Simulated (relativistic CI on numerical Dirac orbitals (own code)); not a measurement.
## Energy levels of Pr¹⁷⁺

Calculated at this level of theory: Dirac-Coulomb-Breit CI, separate exchange-only KLI orbitals for each configuration, model QED (radiative potential, 1s self-energy scaled to tabulated hydrogen-like ionisation energies), unscaled Slater integrals (own radial code, finite nucleus).

CI space (outside the closed core [Ar] 3d10): 4s2.4p6.4d6, 4s2.4p5.4d7, 4s2.4p6.4d5.4f, 4s2.4p4.4d8, 4s.4p6.4d7, 4s2.4p6.4d5.5s, 4p6.4d8, 4s2.4p6.4d5.5p, 4s.4p6.4d6.4f, 4s2.4p6.4d4.5s2, 4s2.4p6.4d5.5d, 4s2.4p6.4d4.5p2, 4s2.4p6.4d5.6s, 4s2.4p6.4d5.6d. Levels of other configurations are missing.

The lowest level is 4s2.4p6.4d6 5D_4, with 74 % of that term; Hund's rules for 4s2.4p6.4d6 give 5D with J = 4, in agreement.

| No. | Configuration | Term | J | E (cm⁻¹) | % | Next component (%) | Lifetime (s) | jj configuration (%) |
| --- | --- | --- | --- | --- | --- | --- | --- | --- |
| 1 | 4s2.4p6.4d6 | 5D | 4 | 0 | 74 | 21 3F |  | 4d5/2^2 (65) |
| 2 | 4s2.4p6.4d6 | 5D | 2 | 13760 | 45 | 38 3P | 9.89e+02 | 4d5/2^2 (70) |
| 3 | 4s2.4p6.4d6 | 5D | 3 | 21423 | 89 | 8 3F | 3.29e-03 | 4d3/2^3 4d5/2^3 (79) |
| 4 | 4s2.4p6.4d6 | 5D | 0 | 27306 | 64 | 26 3P | 3.33e+02 | 4d5/2^2 (40) |
| 5 | 4s2.4p6.4d6 | 5D | 1 | 28762 | 76 | 20 3P | 5.40e-03 | 4d3/2^3 4d5/2^3 (80) |
| 6 | 4s2.4p6.4d6 | 1G | 4 | 41920 | 23 | 23 3H | 1.34e-03 | 4d3/2^3 4d5/2^3 (62) |
| 7 | 4s2.4p6.4d6 | 3G | 5 | 55329 | 53 | 47 3H | 8.71e-03 | 4d3/2^3 4d5/2^3 (99) |
| 8 | 4s2.4p6.4d6 | 3H | 6 | 56623 | 82 | 18 1I | 5.02e+01 | 4d3/2^3 4d5/2^3 (94) |
| 9 | 4s2.4p6.4d6 | 5D | 2 | 57680 | 50 | 23 3P | 6.35e-04 | 4d3/2^2 4d5/2^4 (66) |
| 10 | 4s2.4p6.4d6 | 3F | 3 | 63112 | 49 | 31 3G | 1.32e-03 | 4d3/2^3 4d5/2^3 (82) |
| 11 | 4s2.4p6.4d6 | 3F | 2 | 63821 | 61 | 22 3P | 1.31e-03 | 4d3/2^3 4d5/2^3 (74) |
| 12 | 4s2.4p6.4d6 | 1S | 0 | 75487 | 56 | 29 5D | 4.37e-04 | 4d3/2^2 4d5/2^4 (60) |
| 13 | 4s2.4p6.4d6 | 3H | 4 | 78988 | 54 | 29 3F | 8.45e-04 | 4d3/2^2 4d5/2^4 (79) |
| 14 | 4s2.4p6.4d6 | 3D | 1 | 81929 | 67 | 23 3P | 1.06e-03 | 4d3/2^3 4d5/2^3 (70) |
| 15 | 4s2.4p6.4d6 | 3D | 2 | 83068 | 63 | 19 3P | 2.42e-03 | 4d3/2^3 4d5/2^3 (50) |
| 16 | 4s2.4p6.4d6 | 3G | 4 | 84530 | 55 | 21 1G | 1.80e-03 | 4d3/2^3 4d5/2^3 (49) |
| 17 | 4s2.4p6.4d6 | 3H | 5 | 88978 | 53 | 47 3G | 1.54e-03 | 4d3/2^2 4d5/2^4 (99) |
| 18 | 4s2.4p6.4d6 | 3D | 3 | 90884 | 67 | 22 3F | 7.10e-04 | 4d3/2^2 4d5/2^4 (50) |
| 19 | 4s2.4p6.4d6 | 3P | 0 | 94936 | 97 | 3 1S | 3.29e-03 | 4d3/2^3 4d5/2^3 (43) |
| 20 | 4s2.4p6.4d6 | 3G | 3 | 95524 | 50 | 29 3F | 1.35e-03 | 4d3/2^2 4d5/2^4 (81) |
| 21 | 4s2.4p6.4d6 | 1I | 6 | 101354 | 82 | 18 3H | 1.67e-03 | 4d3/2^2 4d5/2^4 (94) |
| 22 | 4s2.4p6.4d6 | 1F | 3 | 102846 | 49 | 38 3F | 1.71e-03 | 4d3/2^3 4d5/2^3 (80) |
| 23 | 4s2.4p6.4d6 | 3P | 1 | 104831 | 69 | 23 3D | 4.85e-04 | 4d3/2 4d5/2^5 (52) |
| 24 | 4s2.4p6.4d6 | 1D | 2 | 113942 | 50 | 23 3P | 7.10e-04 | 4d3/2^2 4d5/2^4 (63) |
| 25 | 4s2.4p6.4d6 | 1G | 4 | 115715 | 64 | 22 3F | 8.50e-04 | 4d3/2^2 4d5/2^4 (51) |
| 26 | 4s2.4p6.4d6 | 3P | 1 | 122870 | 87 | 8 5D | 3.13e-04 | 4d3/2^3 4d5/2^3 (49) |
| 27 | 4s2.4p6.4d6 | 3F | 4 | 135595 | 75 | 11 3G | 4.85e-04 | 4d3/2^2 4d5/2^4 (58) |
| 28 | 4s2.4p6.4d6 | 3F | 2 | 135819 | 87 | 7 3D | 5.44e-04 | 4d3/2^2 4d5/2^4 (84) |
| 29 | 4s2.4p6.4d6 | 3P | 0 | 154714 | 56 | 37 1S | 2.02e-04 | 4d5/2^6 (83) |
| 30 | 4s2.4p6.4d6 | 3P | 2 | 155704 | 70 | 15 1D | 3.82e-04 | 4d3/2 4d5/2^5 (70) |
| 31 | 4s2.4p6.4d6 | 1G | 4 | 157491 | 77 | 16 3F | 4.07e-04 | 4d3/2^2 4d5/2^4 (54) |
| 32 | 4s2.4p6.4d6 | 3F | 3 | 158244 | 53 | 28 1F | 4.16e-04 | 4d3/2 4d5/2^5 (81) |
| 33 | 4s2.4p6.4d6 | 1D | 2 | 187677 | 95 | 2 3D | 5.03e-04 | 4d3/2^2 4d5/2^4 (82) |
| 34 | 4s2.4p6.4d6 | 1S | 0 | 233527 | 93 | 6 3P | 1.92e-04 | 4d3/2^2 4d5/2^4 (79) |
| 35 | 4s2.4p5.4d7 | 5G° | 6 | 819489 | 88 | 9 3H° | 2.36e-09 | 4p3/2^3 4d5/2^3 (74) |
| 36 | 4s2.4p5.4d7 | 5F° | 5 | 838856 | 51 | 25 3G° | 1.64e-10 | 4p3/2^3 4d5/2^3 (72) |
| 37 | 4s2.4p5.4d7 | 3D° | 3 | 841201 | 62 | 11 5D° | 2.84e-10 | 4p3/2^3 4d5/2^3 (76) |
| 38 | 4s2.4p5.4d7 | 3P° | 0 | 849029 | 52 | 36 1S° | 6.92e-10 | 4p3/2^3 4d5/2^3 (91) |
| 39 | 4s2.4p5.4d7 | 5D° | 4 | 851762 | 33 | 25 5F° | 7.98e-11 | 4p3/2^3 4d5/2^3 (40) |
| 40 | 4s2.4p5.4d7 | 5G° | 5 | 856689 | 65 | 25 3G° | 3.75e-10 | 4p3/2^3 4d3/2^3 4d5/2^4 (73) |
| 41 | 4s2.4p5.4d7 | 3P° | 2 | 858759 | 23 | 21 3D° | 6.55e-11 | 4p3/2^3 4d5/2^3 (64) |
| 42 | 4s2.4p5.4d7 | 5D° | 3 | 864311 | 36 | 16 4s2.4p6.4d5.4f 5D° | 4.64e-11 | 4p3/2^3 4d3/2^3 4d5/2^4 (37) |
| 43 | 4s2.4p5.4d7 | 5D° | 1 | 868921 | 39 | 22 3P° | 5.54e-11 | 4p3/2^3 4d3/2^3 4d5/2^4 (43) |
| 44 | 4s2.4p5.4d7 | 3F° | 4 | 869832 | 42 | 26 5G° | 2.19e-10 | 4p3/2^3 4d5/2^3 (42) |
| 45 | 4s2.4p5.4d7 | 3D° | 2 | 871748 | 35 | 34 5D° | 8.79e-11 | 4p3/2^3 4d3/2^3 4d5/2^4 (69) |

Energies count from the lowest computed level; ° marks odd parity; lifetimes are radiative, by E1, M1, E2, M2 decay to levels of this space only. Filled j subshells are mostly left out of the jj labels.

The mean weight of the leading LS term, summed over parents, in these 45 levels is 61 %, and that of the leading jj configuration (from the same eigenvectors) 68 %.

At this charge energies of transitions that change n are usually good to better than 1 %, and those within a shell (Δn = 0) to a few per cent. Terms inside the open d or f shell come out 10 to 20 % too wide with unscaled integrals.

LS names give the leading component of a level, which can be under half, so a name can repeat, a term be missing and a line seem to break the LS rules.
